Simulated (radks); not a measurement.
Q: Dy48+, 18 electrons, occupied as [Ar] (the NIST ground configuration). All-electron calculation, Dirac Kohn-Sham, PBE, spin-unpolarised, spherical densities, finite nucleus; Fermi nuclear charge, rms radius 5.2218 fm. Program: a radial shooting solver on a logarithmic mesh with Libxc functionals. Some entries of the table are withheld. Estimate them.

orbital  occ.  eigenvalue (hartree)  r(max) (bohr)  <1/r> (bohr^-1)
1s1/2       2             -2085.424            (1)            74.55
2s1/2       2             -440.7338        0.07590            18.04
2p1/2       2                   (2)        0.05718            17.97
2p3/2       4                   (3)        0.06310            15.75
3s1/2       2             -169.5958         0.2057            7.153
3p1/2       2                   (4)         0.1923              (5)
3p3/2       4                   (6)         0.2031              (7)

A: 
(1) 1s1/2 r(max) (bohr): 0.01337
(2) 2p1/2 eigenvalue (hartree): -425.8298
(3) 2p3/2 eigenvalue (hartree): -395.9247
(4) 3p1/2 eigenvalue (hartree): -163.9385
(5) 3p1/2 <1/r> (bohr^-1): 7.080
(6) 3p3/2 eigenvalue (hartree): -156.4361
(7) 3p3/2 <1/r> (bohr^-1): 6.496
